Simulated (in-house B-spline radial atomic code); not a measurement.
Computed with a B-spline radial atomic code. Model: two electrons, singlet ground state, non-relativistic, full CI in B-splines with partial waves to l = 8 (at full coupling up to 3e-4 hartree above the limit, correlation up to 0.6 % small), density held at that of full coupling by Lieb maximisation.

Along the adiabatic connection the electron repulsion is scaled by a coupling λ while a local potential keeps the density fixed. At λ = 0 the system is the Kohn-Sham one and W equals the exchange energy; the exchange-correlation energy is the area under W between 0 and 1. The kinetic energy rises with λ as the electrons avoid each other, with dT/dλ = −λ dW/dλ.

Command:
```bash
python run_ac.py task.json out
```
Settings (lengths in bohr, energies in hartree):
```
potential              dot
strength               1.47
lmax                   8
second                 1
```

Run time, properties included: 16 s on 1 thread of Intel(R) Xeon(R) Processor @ 2.30GHz (shared host).

**W = mean repulsion less Hartree energy, and W of three functionals.**

Given: confinement charge in harmonic well; well frequency 1.47 hartree; nuclear charge 1; external potential omega^2 r^2/2 - Z/r.

Computed: LDA exchange minus exact 162.77 millihartree; SCAN exchange minus exact 6.2756 millihartree.

| coupling | W xc (hartree) | W xc minus exchange (millihartree) | kinetic minus Kohn-Sham (millihartree) | LDA (PW92) W minus its exchange (millihartree) | PBE W minus its exchange (millihartree) | SCAN W minus its exchange (millihartree) |
| --- | --- | --- | --- | --- | --- | --- |
| 0 | -1.1052 | 0 | 0 | 0 | 0 | 0 |
| 0.02 | -1.1071 | -1.867 | 0.02 | -12.17 | -2.56 | -1.88 |
| 0.05 | -1.1098 | -4.638 | 0.11 | -24.97 | -6.39 | -4.64 |
| 0.12 | -1.1162 | -10.97 | 0.65 | -47.93 | -15.1 | -10.87 |
| 0.25 | -1.1274 | -22.254 | 2.73 | -80.11 | -30.41 | -21.83 |
| 0.4 | ? | ? | ? | ? | ? | ? |
| 0.6 | -1.155 | -49.845 | 14.35 | -140.83 | -66.52 | -48.33 |
| 0.8 | -1.1692 | -63.994 | 24.23 | -167.2 | -84.45 | -61.88 |
| 1 | -1.1823 | -77.114 | 36.02 | -190 | -100.82 | -74.48 |
| 1.4 | -1.2059 | -100.66 | 64.17 | -228.17 | -129.74 | -97.25 |
| 2 | -1.2356 | -130.46 | 114.53 | -273.22 | -165.87 | -126.5 |
| 3 | ? | ? | ? | ? | ? | ? |
| 4.5 | -1.3162 | -211.04 | 365.28 | -387.53 | -264.41 | -209.04 |
| 7 | -1.3614 | -256.25 | 620.63 | -451.65 | -322.56 | -257.62 |
| 10 | -1.3954 | -290.23 | 905.7 | -501.72 | -368.88 | -294.55 |

**Question.** What belongs in the row 0.4?

**Answer.** W xc (hartree): -1.1397; W xc minus exchange (millihartree): -34.552; kinetic minus Kohn-Sham (millihartree): 6.72; LDA (PW92) W minus its exchange (millihartree): -109.24; PBE W minus its exchange (millihartree): -46.72; SCAN W minus its exchange (millihartree): -33.67.

**Question.** What belongs in the row 3?

**Answer.** W xc (hartree): -1.2745; W xc minus exchange (millihartree): -169.29; kinetic minus Kohn-Sham (millihartree): 210.66; LDA (PW92) W minus its exchange (millihartree): -328.97; PBE W minus its exchange (millihartree): -212.92; SCAN W minus its exchange (millihartree): -165.59.

**Question.** What is the PBE exchange minus exact?

**Answer.** 43.949 millihartree.

**Energy parts, natural occupations and partial-wave weights.**

Computed: total energy 2.4092 hartree; correlation energy -0.041089 hartree; kinetic part of the DFT correlation energy 0.036025 hartree; initial slope twice GL2 -0.093749 hartree; kinetic part over minus potential part 0.46716; Hartree energy 2.2104 hartree; Lieb Oxford ratio E_xc over LDA exchange 1.2163.

```
natural  occupation of the shell (electrons)
      s                               1.9873
      p                             0.010578
      s                            0.0014639
      d                           0.00042256
      p                                    ?
      f                           5.3316e-05
```

**Question.** What belongs in the row p?

**Answer.** occupation of the shell (electrons): 0.00013988.

| wave | weight |
| --- | --- |
| s | 0.99437 |
| p | 0.0053635 |
| d | 0.0002247 |
| f | ? |
| g | 6.8476e-06 |

**Question.** What belongs in the row f?

**Answer.** weight: 3.0018e-05.

**Question.** What is the exchange energy?

**Answer.** -1.1052 hartree.

**Question.** What is the Kohn-Sham kinetic?

**Answer.** 2.8567 hartree.

Half-way to full coupling W has made 55 % of its drop, against 50 % for a straight line, and second-order (GL2) theory, half the initial slope, overshoots the correlation energy by about 14 %: a moderate bend, as in light atoms. Over couplings 0 to 1 the errors in E_xc come to about +86 millihartree for LDA, +30 millihartree for PBE, +7.5 millihartree for SCAN, so SCAN is nearest. In LDA and PBE the errors of exchange and correlation have opposite signs, so the sum is smaller than the larger of the two.
